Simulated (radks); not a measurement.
Mo+, configuration [Kr] 4d5.

Method: Dirac Kohn-Sham, BLYP, spin-unpolarised, spherical densities, point nucleus; open shells fill j = l - 1/2 first; computed with a radial shooting solver on a logarithmic mesh with Libxc functionals.

Energy parts (hartree):
total: -4049.49649
kinetic: 4199.28969
electron-nucleus: -9773.60080
Hartree: 1648.90014
exchange-correlation: -124.08554

Orbitals (lengths in bohr, moments of r in powers of bohr; <r^-3> diverges for s and p1/2; r(max) is where P^2 peaks):
[
 {"orbital": "1s1/2", "occ.": "2", "eigenvalue (hartree)": "-728.5028", "r(max)": "0.02287", "<r^4>": "7.206e-06", "<r^-3>": "-", "<1/r>": "43.55"},
 {"orbital": "2s1/2", "occ.": "2", "eigenvalue (hartree)": "-103.0737", "r(max)": "0.1297", "<r^4>": "0.001333", "<r^-3>": "-", "<1/r>": "9.913"},
 {"orbital": "2p1/2", "occ.": "2", "eigenvalue (hartree)": "-94.85274", "r(max)": "0.1009", "<r^4>": "0.0008856", "<r^-3>": "-", "<1/r>": "9.890"},
 {"orbital": "2p3/2", "occ.": "4", "eigenvalue (hartree)": "-90.93421", "r(max)": "0.1047", "<r^4>": "0.0009916", "<r^-3>": "2398", "<1/r>": "9.417"},
 {"orbital": "3s1/2", "occ.": "2", "eigenvalue (hartree)": "-17.73435", "r(max)": "0.3838", "<r^4>": "0.06893", "<r^-3>": "-", "<1/r>": "3.390"},
 {"orbital": "3p1/2", "occ.": "2", "eigenvalue (hartree)": "-14.60681", "r(max)": "0.3709", "<r^4>": "0.07143", "<r^-3>": "-", "<1/r>": "3.289"},
 {"orbital": "3p3/2", "occ.": "4", "eigenvalue (hartree)": "-13.96174", "r(max)": "0.3803", "<r^4>": "0.07851", "<r^-3>": "400.0", "<1/r>": "3.175"},
 {"orbital": "3d3/2", "occ.": "4", "eigenvalue (hartree)": "-8.42948", "r(max)": "0.3208", "<r^4>": "0.08217", "<r^-3>": "58.35", "<1/r>": "2.986"},
 {"orbital": "3d5/2", "occ.": "6", "eigenvalue (hartree)": "-8.30735", "r(max)": "0.3235", "<r^4>": "0.08473", "<r^-3>": "55.62", "<1/r>": "2.957"},
 {"orbital": "4s1/2", "occ.": "2", "eigenvalue (hartree)": "-2.60698", "r(max)": "0.9886", "<r^4>": "2.953", "<r^-3>": "-", "<1/r>": "1.236"},
 {"orbital": "4p1/2", "occ.": "2", "eigenvalue (hartree)": "-1.72002", "r(max)": "1.054", "<r^4>": "4.652", "<r^-3>": "-", "<1/r>": "1.112"},
 {"orbital": "4p3/2", "occ.": "4", "eigenvalue (hartree)": "-1.62831", "r(max)": "1.079", "<r^4>": "5.170", "<r^-3>": "56.89", "<1/r>": "1.078"},
 {"orbital": "4d3/2", "occ.": "4", "eigenvalue (hartree)": "-0.38324", "r(max)": "1.377", "<r^4>": "41.37", "<r^-3>": "3.884", "<1/r>": "0.7162"},
 {"orbital": "4d5/2", "occ.": "1", "eigenvalue (hartree)": "-0.37539", "r(max)": "1.390", "<r^4>": "43.59", "<r^-3>": "3.656", "<1/r>": "0.7072"}
]

The highest occupied level is 4d5/2 at -10.215 eV. The density falls to 0.001 e/bohr^3 at r = 4.02 bohr.
